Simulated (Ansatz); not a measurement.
Input file for Ansatz (a first-principles code): R-CCSD(T)/cc-pVTZ on H2OSe (SMILES O[SeH]), a point of a torsion scan. The run froze 15 orbitals, filled d shells among them.

Ansatz 0.2 input:
```yaml
crystal:
  periodic: [false, false, false]
  atoms:
    - {symbol: O, position_ang: [-0.88220214, 0.32427974, 0.37222827]}
    - {symbol: Se, position_ang: [0.78022173, 0.65030128, -0.30631770]}
    - {symbol: H, position_ang: [-1.29680798, -0.34900997, -0.17180652]}
    - {symbol: H, position_ang: [1.03735475, 1.63787579, 0.71787585]}
basis:
  gaussian:
    orbitals: cc-pVTZ
magnetization: {spin_polarized: false}
correlation: {method: ccsd_t, electrons: outside_noble_gas}
scf: {lower_state_search: off}
```

It printed:

```
WARN ansatz: RAYON_NUM_THREADS=1 ignored (pool sized by the plan → 1); use --threads N
Functional definition: HF
these checks for a lower state are left out or cut short: stability, starts, cluster_reference, orbital_swaps, neighbouring_geometries, increment
integrals: 0.11 GiB planned
617 factors; integrals over basis functions are off by at most 1.1e-3 eV
mean field: 0.20 GiB planned
mean field evaluation 1: about -67371.1191 eV, gradient 3.0e1 eV
mean field evaluation 2: about -67371.2031 eV, gradient 3.0e1 eV
mean field evaluation 4: about -67372.8494 eV, gradient 2.4e0 eV
mean field evaluation 8: about -67372.8688 eV, gradient 1.2e-1 eV
mean field -67372.86892374 eV, -2475.9072659767 hartree, gradient 1.7e-6 eV, S^2 0.000000; 0 other end points of the search recorded, 0 dependent functions left out
15 core orbitals not correlated
reference -67372.86892374 eV, -2475.9072659767 hartree; 7, 7 occupied and 79, 79 virtual orbitals, 617 factors
second order -11.01350538 eV of doubles, -0.00000000 eV of singles
coupled cluster: 0.21 GiB planned
cycle   1  -11.17929532 eV  change   -1.7e-1 eV  update   7.4e-2
cycle   2  -11.47423219 eV  change   -2.9e-1 eV  update   2.3e-2
cycle   3  -11.53758647 eV  change   -6.3e-2 eV  update   1.1e-2
cycle   4  -11.53051892 eV  change    7.1e-3 eV  update   2.8e-3
cycle   5  -11.53157162 eV  change   -1.1e-3 eV  update   1.4e-3
cycle   6  -11.53173750 eV  change   -1.7e-4 eV  update   4.3e-4
cycle   7  -11.53153773 eV  change    2.0e-4 eV  update   1.6e-4
cycle   8  -11.53157488 eV  change   -3.7e-5 eV  update   4.9e-5
cycle   9  -11.53157285 eV  change    2.0e-6 eV  update   1.7e-5
perturbative correction -0.43754194 eV, -0.0160793698 hartree
Total energy: -67384.83803853 eV, -2476.3471228322 hartree
Checks for a lower state left out: stability, starts, cluster_reference, orbital_swaps, neighbouring_geometries, increment
```

The run converged.

Cost: about 2.1 core-seconds (a rough figure).
